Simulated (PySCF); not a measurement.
**Tc (technetium, neutral) across methods**

[Kr] 4d5 5s2, high-spin 6S determinant. All numbers are calculated (PySCF 2.14, scalar relativity through the core potential, in aug-cc-pVTZ-PP with one added diffuse shell each of s, p, d, f, g type with ECP28MDF (7s7p6d4f3g, 113 functions)).

```json
{"method": "PBE", "E (hartree)": "-80.4411", "mean ε 4d α (eV)": "-7.739", "mean ε 5s α (eV)": "-5.594", "mean ε 5s β (eV)": "-4.251", "Σ⟨r²⟩ (bohr²)": "55.81", "⟨S²⟩": "8.765"}
{"method": "UHF", "E (hartree)": "-79.84925", "mean ε 4d α (eV)": "-14.174", "mean ε 5s α (eV)": "-7.625", "mean ε 5s β (eV)": "-5.674", "Σ⟨r²⟩ (bohr²)": "58.58", "⟨S²⟩": "8.791"}
{"method": "B3LYP", "E (hartree)": "-80.4635", "mean ε 4d α (eV)": "-8.921", "mean ε 5s α (eV)": "-6.018", "mean ε 5s β (eV)": "-4.954", "Σ⟨r²⟩ (bohr²)": "55.73", "⟨S²⟩": "8.761"}
{"method": "r2SCAN", "E (hartree)": "-80.4711", "mean ε 4d α (eV)": "-8.319", "mean ε 5s α (eV)": "-5.890", "mean ε 5s β (eV)": "-4.350", "Σ⟨r²⟩ (bohr²)": "56.07", "⟨S²⟩": "8.795"}
{"method": "LDA", "E (hartree)": "-80.2578", "mean ε 4d α (eV)": "-7.792", "mean ε 5s α (eV)": "-5.813", "mean ε 5s β (eV)": "-4.528", "Σ⟨r²⟩ (bohr²)": "55.49", "⟨S²⟩": "8.764"}
{"method": "PBE0", "E (hartree)": "-80.4254", "mean ε 4d α (eV)": "-9.439", "mean ε 5s α (eV)": "-6.234", "mean ε 5s β (eV)": "-4.836", "Σ⟨r²⟩ (bohr²)": "55.89", "⟨S²⟩": "8.767"}
{"method": "LC-wPBE", "E (hartree)": "-80.4370", "mean ε 4d α (eV)": "-12.170", "mean ε 5s α (eV)": "-8.211", "mean ε 5s β (eV)": "-6.652", "Σ⟨r²⟩ (bohr²)": "55.89", "⟨S²⟩": "8.772"}
```

Task: Estimate the same row for TPSSh.

Result: E (hartree) = -80.4009; mean ε 4d α (eV) = -8.462; mean ε 5s α (eV) = -5.873; mean ε 5s β (eV) = -4.403; Σ⟨r²⟩ (bohr²) = 55.97; ⟨S²⟩ = 8.768.

Energies and moments cover only the electrons outside the core potential.
